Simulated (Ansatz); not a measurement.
Stepwise reaction of `O[Si](O)(F)F` with ammonia, as a gas-phase model of exchange steps in deposition or etching. ΔE in kJ/mol; ΔG adds harmonic PBE0-D4 terms to CCSD(T)/CBS, at 1 bar.

Program: Ansatz. Geometries: PBE0-D4/def2-TZVP. ΔE: electronic, gas phase. CCSD(T)/CBS is the MP2 limit (def2-TZVPP, def2-QZVPP) plus CCSD(T) − MP2 in def2-TZVPP, frozen cores. This one scheme is used for every species. Functionals use def2-TZVPP. B3LYP here is the variant with VWN-RPA as its local correlation; programs differ in this. One conformer a species, not always the lowest.

```json
{"step": "1", "reaction": "`O[Si](O)(F)F` + NH₃ → `N[Si](O)(F)F` + H₂O", "PBE-D4": "37.5", "B3LYP-D4": "40.8", "ωB97M-V": "40.6", "CCSD(T)/CBS": "39.2", "ΔG(600 K)": "36.5"}
{"step": "2", "reaction": "`N[Si](O)(F)F` + NH₃ → `N[Si](N)(F)F` + H₂O", "PBE-D4": "35.5", "B3LYP-D4": "38.1", "ωB97M-V": "38.2", "CCSD(T)/CBS": "37.1", "ΔG(600 K)": "38.4"}
```

By hand: ΔE of the 2 steps together at CCSD(T)/CBS.

(39.2) + (37.1) = 76.3 kJ/mol, or 38.2 kJ/mol a step.

In ΔE the steps differ by no more than 2.1 kJ/mol. All are uphill at CCSD(T)/CBS. ΔG lies between 36.5 and 38.4 kJ/mol a step. PBE-D4 differs from CCSD(T)/CBS by -1.7 to -1.6 kJ/mol a step. Isolated molecules leave out the surface, adducts and barriers. Largest T1 diagnostic: 0.011.
